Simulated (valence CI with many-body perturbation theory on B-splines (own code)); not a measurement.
## Mo XI: electric-dipole lines

Method: valence CI with perturbative core correlation (CI+MBPT): four valence electrons over a frozen Dirac-Fock core [Ar] 3d10, a basis of 11 s, 11 p, 10 d, 8 f, 5 g, 2 h functions for each j, with the one-electron correlation potential Σ1, the two-electron term Σ2, the three-electron term Σ3, Breit, model QED; selected CI, second order for the rest, scaled by the run's own slope (own B-spline code, finite nucleus).

No measured spectrum was set against this ion. As an estimate, levels hold to about 250 cm⁻¹ or 0.2 % of their energy and the worst to 1 %, as in measured heavy ions of charge 2 to 7; those with d or f electrons hold less well. Among the levels kept, up to 780 cm⁻¹ of a level comes from second order outside the variational space, and about a tenth of that is noise between levels of different J, which matters for small intervals.

Lines 51 to 100 of 544 in falling wavelength, among levels below 965910 cm⁻¹, chosen from the strongest by gf and those to the six lowest levels. Wavelengths and rates use the calculated energies, so an error of 600 cm⁻¹ moves a line at 496.4 Å by 0.3 % and its rate by three times that or more. Electric multipoles are in the length gauge, E1 and E2 with the static RPA response of the core. Weak lines are less certain than strong ones. Lines between different terms over intervals too small for the method are left out, as are lines whose strength nearly cancels. Where a level lies close to another of its J and parity, the split of strength between their lines is uncertain. The highest levels of a list are the least certain.

Names give the largest LS component (configuration and term), which can be under half, so a name can repeat, a term be missing and a line seem to break the LS rules; names also repeat where a configuration has a term twice. Letters in brackets count levels of one name in rising energy.

```
λ vac (Å)             Upper             Lower   A (s⁻¹)  log gf  Branch %
    496.4       4s4p³ ³P°_1       4s²4p² ¹S_0  9.92e+07   -1.96       1.5
    491.5       4s4p³ ³D°_3       4s²4p² ¹D_2  5.20e+08   -0.88      24.5
    475.7       4p³4d ¹P°_1  4s4p²4d ¹D_2 [a]  1.74e+09   -0.75       3.1
    472.9   4p³4d ³F°_4 [c]  4s4p²4d ³D_3 [e]  1.07e+09   -0.49       7.6
    464.6   4p³4d ³D°_3 [b]  4s4p²4d ³D_3 [e]  9.50e+08   -0.67       2.6
    451.9          4p⁴ ¹D_2       4s4p³ ¹D°_2  5.56e+09   -0.07      55.8
    450.3       4p³4d ¹G°_4  4s4p²4d ³D_3 [b]  1.05e+09   -0.54      13.3
    450.2   4p³4d ³P°_2 [b]  4s4p²4d ³D_3 [e]  1.45e+09   -0.66       6.0
    449.4          4p⁴ ³P_2       4s4p³ ³P°_2  1.19e+09   -0.75       8.6
    449.0   4p³4d ³P°_1 [a]  4s4p²4d ³P_2 [b]  3.33e+09   -0.52      10.7
    448.2       4s4p³ ³D°_1       4s²4p² ³P_2  9.59e+07   -2.06       2.7
    447.8       4p³4d ¹G°_4      4s4p²4d ¹G_4  2.98e+09   -0.09      38.0
    446.2       4s4p³ ³D°_2       4s²4p² ³P_2  4.24e+06   -3.20       0.2
    440.4   4p³4d ³F°_4 [c]  4s4p²4d ³F_4 [c]  2.57e+09   -0.17      18.2
    439.0       4p³4d ¹F°_3  4s4p²4d ¹D_2 [b]  2.41e+09   -0.31       9.8
    437.9       4p³4d ¹G°_4  4s4p²4d ³D_3 [a]  1.29e+09   -0.48      16.5
    436.6          4p⁴ ¹S_0       4s4p³ ¹P°_1  9.88e+09   -0.55      73.3
    434.7   4p³4d ³P°_2 [b]  4s4p²4d ³D_3 [d]  2.13e+09   -0.52       8.8
    434.0   4p³4d ³F°_4 [b]      4s4p²4d ³G_5  1.57e+09   -0.40      23.4
    433.0       4p³4d ³G°_3      4s4p²4d ³G_4  1.09e+09   -0.67      12.4
    432.7       4s4p³ ³D°_3       4s²4p² ³P_2  1.60e+09   -0.50      75.5
    431.7       4s4p³ ³P°_1       4s²4p² ¹D_2  6.52e+07   -2.26       1.0
    429.8       4s4p³ ³D°_1       4s²4p² ³P_1  1.69e+08   -1.85       4.8
    429.8   4p³4d ³D°_2 [b]  4s4p²4d ³D_3 [c]  2.60e+09   -0.44       5.9
    429.2   4p³4d ³F°_4 [a]      4s4p²4d ³G_4  9.03e+08   -0.65       9.0
    427.9       4s4p³ ³D°_2       4s²4p² ³P_1  2.60e+09   -0.45      98.8
    426.4       4p³4d ³G°_5      4s4p²4d ³G_5  3.61e+09    0.03      55.6
    426.3       4s4p³ ³P°_2       4s²4p² ¹D_2  8.12e+06   -2.96       0.1
    424.5   4p³4d ³D°_3 [c]  4s4p²4d ³F_4 [c]  1.21e+09   -0.64       1.3
    424.2       4p³4d ³G°_3      4s4p²4d ³G_3  1.37e+09   -0.59      15.7
    423.5   4p³4d ³F°_4 [b]      4s4p²4d ³G_4  1.15e+09   -0.56      17.1
    418.9   4p³4d ³D°_2 [b]  4s4p²4d ³P_1 [b]  1.50e+09   -0.71       3.4
    414.3   4p³4d ³D°_3 [b]  4s4p²4d ³D_3 [c]  1.04e+09   -0.73       2.9
    413.7      4s4p²4d ³G_5     4s²4p4d ³F°_4  3.04e+09   -0.07     100.0
    413.0   4p³4d ³D°_3 [b]  4s4p²4d ³P_2 [b]  1.40e+09   -0.60       3.9
    412.1   4p³4d ³F°_4 [c]  4s4p²4d ³F_3 [c]  8.60e+08   -0.71       6.1
    411.5   4p³4d ¹D°_2 [a]  4s4p²4d ³D_3 [b]  2.81e+09   -0.45      18.9
    411.4  4s4p²4d ³D_3 [a]     4s²4p4d ³P°_2  1.44e+09   -0.59       3.9
    411.2       4p³4d ⁵D°_4      4s4p²4d ⁵P_3  1.37e+09   -0.51       6.3
    409.6   4p³4d ³P°_2 [b]  4s4p²4d ³D_2 [c]  2.12e+09   -0.57       8.7
    408.0          4p⁴ ³P_1       4s4p³ ³P°_2  3.40e+09   -0.59      21.4
    407.7  4s4p²4d ¹D_2 [b]     4s²4p4d ¹P°_1  2.95e+09   -0.43      12.1
    406.9  4s4p²4d ³D_3 [c]     4s²4p4d ³D°_2  1.99e+09   -0.46       4.9
    404.8   4p³4d ³F°_2 [a]  4s4p²4d ³F_3 [a]  1.98e+09   -0.61      15.3
    403.5   4p³4d ³D°_3 [c]  4s4p²4d ³F_4 [b]  2.40e+09   -0.39       2.6
    401.0  4s4p²4d ³D_3 [b]     4s²4p4d ³P°_2  1.99e+09   -0.47       3.9
    400.0       4s4p³ ³S°_1       4s²4p² ¹S_0  6.91e+08   -1.30       1.3
    399.9   4p³4d ³D°_3 [a]  4s4p²4d ³P_2 [a]  2.14e+09   -0.44      16.4
    399.6       4s4p³ ³D°_1       4s²4p² ³P_0  3.17e+09   -0.64      89.0
    399.4   4p³4d ³D°_3 [a]  4s4p²4d ³F_4 [a]  3.40e+09   -0.24      25.9
```
